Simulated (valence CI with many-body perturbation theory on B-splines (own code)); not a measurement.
Pt LXVI: one-electron terms

Calculated by relativistic CI+MBPT: three valence electrons over a frozen Dirac-Fock core [Ne], radial functions for each j: 11 s, 11 p, 9 d, 7 f, 5 g, 2 h, 1 i, with the one-electron correlation potential Σ1 (screened to all orders), the two-electron term Σ2, the three-electron term Σ3, Breit, model QED; selected single and double excitations, second order for the rest (own B-spline code, finite nucleus).

The last digits are not significant, and no measured levels were compared; by estimate large intervals hold to a few tenths of a per cent, small ones and those within an open d or f shell to about a per cent.

These are the spectroscopic orbitals of the CI (the correlating ones are not listed), shaped by the core and the other valence electrons. h is the expectation value of the core's Dirac-Fock operator, without the valence repulsion; Σ1 is computed up to l = 3 at one energy for each symmetry, that of its lowest orbital but kept below the first core excitation, so for empty shells it is not the orbital's own correlation shift; Breit and QED include the response of the core.

| Orbital | h (hartree) | Σ1 (cm⁻¹) | Breit (cm⁻¹) | QED (cm⁻¹) | ⟨r⟩ (bohr) |
| --- | --- | --- | --- | --- | --- |
| 3s1/2 | -298.17 | -7673 | 58494 | 50064 | 0.1717 |
| 4s1/2 | -161.94 | -2610 | 22724 | 20175 | 0.3178 |
| 5s1/2 | -101.41 | -1203 | 10850 | 9908 | 0.5103 |
| 6s1/2 | -69.389 | -659 | 6076 | 5592 | 0.7477 |
| 3p1/2 | -291.75 | -10091 | 98527 | 4130 | 0.1609 |
| 4p1/2 | -159.28 | -3364 | 38336 | 1679 | 0.3092 |
| 5p1/2 | -100.08 | -1559 | 18500 | 838 | 0.5031 |
| 6p1/2 | -68.631 | -856 | 10405 | 477 | 0.7422 |
| 3p3/2 | -273.93 | -8277 | 52235 | 7919 | 0.1728 |
| 4p3/2 | -151.98 | -2905 | 20567 | 3231 | 0.3251 |
| 5p3/2 | -96.414 | -1375 | 11223 | 1621 | 0.5231 |
| 6p3/2 | -66.537 | -764 | 6363 | 927 | 0.7661 |
| 3d3/2 | -266.5 | -10484 | 44556 | -1185 | 0.1473 |
| 4d3/2 | -149.15 | -3000 | 16270 | -347 | 0.3019 |
| 5d3/2 | -95.024 | -1348 | 7760 | -149 | 0.5018 |
| 3d5/2 | -262.42 | -8966 | 21378 | 999 | 0.1509 |
| 4d5/2 | -147.4 | -2551 | 7663 | 544 | 0.3064 |
| 5d5/2 | -94.122 | -1149 | 3771 | 301 | 0.5073 |
| 4f5/2 | -145.91 | -2598 | 1727 | -277 | 0.2658 |
| 5f5/2 | -93.384 | -1261 | 1179 | -145 | 0.4679 |
| 4f7/2 | -145.15 | -2425 | 536 | 148 | 0.2681 |
| 5f7/2 | -92.992 | -1169 | 362 | 73.2 | 0.4705 |
| 5g7/2 | -92.872 |  | 42.3 | -71.0 | 0.4125 |
| 5g9/2 | -92.642 |  | 9.4 | 53.8 | 0.4141 |

Among the shells of the start configuration 3s2 3p1, Σ1 is largest in size for 3p1/2, where it is 0.016 % of h.

Lowest root of each symmetry, sizes in configuration state functions:

```csv
J,Parity,Roots,Reference,Variational,Second order,Change by selected CI (cm⁻¹),Change by second order (cm⁻¹)
1/2,even,9,58,7146,4631,-6257,0
3/2,even,13,92,12151,8716,-3676,-1
5/2,even,12,94,13848,11883,-5023,-1
7/2,even,6,67,12091,13953,-6691,-2
9/2,even,3,41,8801,10188,-6419,-3
1/2,odd,7,55,6437,5326,-6084,0
3/2,odd,11,89,11221,9670,-5495,0
5/2,odd,10,86,13013,12685,-6299,-1
7/2,odd,5,63,11326,10296,-6926,-2
9/2,odd,2,33,8179,5758,-3734,-3
```
